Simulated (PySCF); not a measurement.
FH₂MoNO₂, SMILES [O]=[Mo]([NH2])([F])=[O], multiplicity 1. Geometry: B3LYP-D3(BJ)/def2-SVP. The multiplicity is an assumed one; no other spin state was optimised. The structure was generated by enumeration; whether it is a known compound was not checked. The def2 effective core potentials stand for the cores of Mo; spin–orbit coupling is left out. The values are those of a single conformer.

Method: B3LYP-D3(BJ)/def2-SVP (PySCF).

Harmonic wavenumbers (cm⁻¹): 201, 216, 233, 260, 334, 380, 518, 660, 699, 735, 1031, 1048, 1502, 3531, 3631. Rotational constants (GHz): 3.769, 3.346, 3.177; symmetry number 1.

Task: Work out the zero-point energy and the ideal-gas rigid-rotor harmonic-oscillator thermochemistry at 298.15 K and 1 atm.

Result: ZPE = ½ Σ hcν = ½ × 14981 cm⁻¹ = 21.42 kcal/mol. H − E(el) = 25.92 kcal/mol. Entropy in cal/(mol K): translation 41.17, rotation 26.49, vibration 11.63, total 79.29. G − E(el) = 2.28 kcal/mol. Cp = 22.72 cal/(mol K).
